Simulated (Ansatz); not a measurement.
Wavefunction ladder for BrFHInOSi

| atom | x (Å) | y (Å) | z (Å) |
| --- | --- | --- | --- |
| F1 | -1.742 | 0.654 | 0.577 |
| Si2 | -0.512 | 0.113 | -0.273 |
| Br3 | 1.033 | 1.762 | -0.169 |
| O4 | 0.142 | -1.196 | 0.327 |
| In5 | 2.038 | -1.360 | 1.210 |
| H6 | -0.959 | 0.025 | -1.673 |

Total charge 0; spin multiplicity 1. Correlated methods freeze the filled d shell of Br, In. Scalar relativity is left out up to krypton. In: def2 effective core potential. The bonds changed during the relaxation, so this is another structure than the one it started from. Geometry: relaxed with PBE0-D4/def2-TZVP. Frozen core, restricted reference, Ansatz.

```
     basis      HF (Eh)  MP2 corr.  CCSD corr.       (T)  CCSD(T) total
  def2-SVP            ?   -0.61236    -0.63990  -0.01436              ?
def2-TZVPP            ?          ?    -0.82432  -0.03041              ?
def2-QZVPP  -3225.84309          ?           –         –              –
```

Fill in the withheld values. (Best estimate.)

The calculation gave: def2-SVP HF (Eh): -3225.11246; def2-SVP CCSD(T) total: -3225.76672; def2-TZVPP HF (Eh): -3225.77450; def2-TZVPP MP2 corr.: -0.80119; def2-TZVPP CCSD(T) total: -3226.62923; def2-QZVPP MP2 corr.: -0.87562.
